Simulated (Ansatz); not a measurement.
Reactions of CH6GeSSi (`[SiH3][GeH]1[CH2][S]1`).

Isolated molecules relaxed with PBE0-D4/def2-TZVP in Ansatz; ΔE leaves out vibrations. CBS: MP2 limit from def2 TZ/QZ plus the TZ coupled-cluster correction, frozen cores. This one scheme is used for every species, atoms too. Functionals use def2-TZVPP. B3LYP here is the variant with VWN-RPA as its local correlation; programs differ in this. No spin–orbit coupling; open shells (•) take unrestricted orbitals. Spin–orbit coupling would lower the free atoms: a little for C, S, Si; clearly for Ge. For Ge outer-core shells are correlated without core-valence functions, so the limit isn't a true one: a few kJ/mol of doubt a bond, and 10 to 20 or more in all where bonds break to atoms. Scalar relativity is left out up to krypton. Each species was taken in one conformer, which may not be the lowest.

```csv
reaction,B3LYP-D4 (eV),r2SCAN-D4 (eV),MP2/CBS(def2) (eV),ωB97X-V (eV)
`[SiH3][GeH]1[CH2][S]1` → `[CH2]1[S][GeH2]1` + `[SiH2]`,2.72,2.98,2.96,2.82
`[SiH3][GeH]1[CH2][S]1` + `C=C[Si](O)(O)O` → `C=C[Si](O)(O)O[SiH3]` + `[CH2]1[S][GeH2]1`,-0.77,-0.71,-0.77,-0.78
`[SiH3][GeH]1[CH2][S]1` + H₂ → `[CH2]1[S][GeH2]1` + SiH₄,0.09,0.14,0.16,0.03
`[SiH3][GeH]1[CH2][S]1` → C• + Ge• + 6 H• + S• + Si•,31.90,32.28,32.36,32.37
`[SiH3][GeH]1[CH2][S]1` → `S[SiH]1[CH2][GeH2]1`,-0.01,-0.08,0.01,-0.03
```

(1) Give the CCSD(T)/CBS values in the same order. (An estimate is asked.)

Largest T1 diagnostic: 0.014, for `[SiH2]`.

## Answers

(1) Computed: 2.76, -0.75, 0.10, 32.24, 0.00 eV.
